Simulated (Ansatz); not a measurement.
The same group exchange along the group B, Al, Ga, In.

Computed with Ansatz on PBE0-D4/def2-TZVP structures; ΔE is electronic, products minus reactants. CCSD(T)/CBS is the MP2 limit (def2-TZVPP, def2-QZVPP) plus CCSD(T) − MP2 in def2-TZVPP, frozen cores. This one scheme is used for every species. Double bonds are as drawn, so ΔE can hold a change between cis and trans. Elements past krypton have def2 core potentials. For Ga, In outer-core shells are correlated without core-valence functions, which leaves a few kJ/mol of doubt a bond. Scalar relativity is left out up to krypton. One conformer a species, not always the lowest.

```json
{"reaction": "`CB(O)O` + `CN=C(O)O` → `OB(O)O` + `C/N=C(\\C)O`", "CCSD/CBS(def2) (kJ/mol)": "-140", "MP2/CBS(def2) (kJ/mol)": "-141", "CCSD(T)/CBS(def2) (kJ/mol)": "-139"}
{"reaction": "`[CH3][Al]([OH])[OH]` + `CN=C(O)O` → `[OH][Al]([OH])[OH]` + `C/N=C(\\C)O`", "CCSD/CBS(def2) (kJ/mol)": "-144", "MP2/CBS(def2) (kJ/mol)": "-148", "CCSD(T)/CBS(def2) (kJ/mol)": "-142"}
{"reaction": "`[CH3][Ga]([OH])[OH]` + `CN=C(O)O` → `[OH][Ga]([OH])[OH]` + `C/N=C(\\C)O`", "CCSD/CBS(def2) (kJ/mol)": "-63", "MP2/CBS(def2) (kJ/mol)": "-66", "CCSD(T)/CBS(def2) (kJ/mol)": "-63"}
{"reaction": "`[CH3][In]([OH])[OH]` + `CN=C(O)O` → `[OH][In]([OH])[OH]` + `C/N=C(\\C)O`", "CCSD/CBS(def2) (kJ/mol)": "-38", "MP2/CBS(def2) (kJ/mol)": "-40", "CCSD(T)/CBS(def2) (kJ/mol)": "-39"}
```

Largest T1 diagnostic: 0.017, for `[OH][In]([OH])[OH]`.
